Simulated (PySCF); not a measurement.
C5H9B, SMILES C#CB(C)CC. Atoms are numbered in the order given.

```xyz
15

C     -0.6962     2.3257     0.4197
C     -0.6016     1.1410     0.1441
B     -0.4675    -0.3461    -0.1965
C     -1.7008    -1.1020    -0.8179
C      0.8922    -1.1000     0.0638
C      2.1210    -0.2807     0.4619
H     -0.7816     3.3692     0.6615
H     -2.6558    -0.8223    -0.3440
H     -1.7873    -0.7743    -1.8728
H     -1.5970    -2.1981    -0.8218
H      1.1013    -1.7348    -0.8196
H      0.6473    -1.8429     0.8535
H      1.9285     0.3081     1.3726
H      2.3929     0.4377    -0.3281
H      3.0009    -0.9163     0.6516
```
Charge 0, spin multiplicity 1.

The structure is a stationary point at B3LYP-D3(BJ)/def2-SVP. The structure was generated by enumeration, and PubChem lists no compound with its InChIKey, so it may never have been made. Other conformers were not sampled.

Method: TDA-PBE/def2-SVPD in PySCF 2.14.0.

Vertical excitations. Isolated molecule, no solvent.

List the lowest excited states. (Estimate from the structure and the level; the computed values follow.)


| state | energy (eV) | λ (nm) | f | main pairs |
|---|---|---|---|---|
| S1 | 4.14 | 299 | 0.000 | HOMO→LUMO 100 % |
| S2 | 5.16 | 240 | 0.000 | HOMO−2→LUMO 99 % |
| S3 | 5.61 | 221 | 0.090 | HOMO−1→LUMO 72 %, HOMO→LUMO+2 12 % |
| S4 | 5.74 | 216 | 0.003 | HOMO−3→LUMO 96 % |
| S5 | 5.90 | 210 | 0.025 | HOMO−4→LUMO 94 % |
| S6 | 6.42 | 193 | 0.023 | HOMO→LUMO+1 60 %, HOMO→LUMO+2 39 % |
| S7 | 6.57 | 189 | 0.000 | HOMO−5→LUMO 99 % |
| S8 | 7.13 | 174 | 0.010 | HOMO−1→LUMO+1 76 %, HOMO−1→LUMO+2 23 % |
| S9 | 7.22 | 172 | 0.007 | HOMO−1→LUMO+2 70 %, HOMO−1→LUMO+1 20 % |
| S10 | 7.25 | 171 | 0.041 | HOMO→LUMO+3 76 % |
| T1 | 3.82 | 325 | 0 | HOMO→LUMO 99 % |
| T2 | 4.13 | 300 | 0 | HOMO−1→LUMO 97 % |
| T3 | 4.82 | 257 | 0 | HOMO−2→LUMO 99 % |
| T4 | 5.39 | 230 | 0 | HOMO−3→LUMO 92 % |
Triplets are in the Tamm–Dancoff approximation.
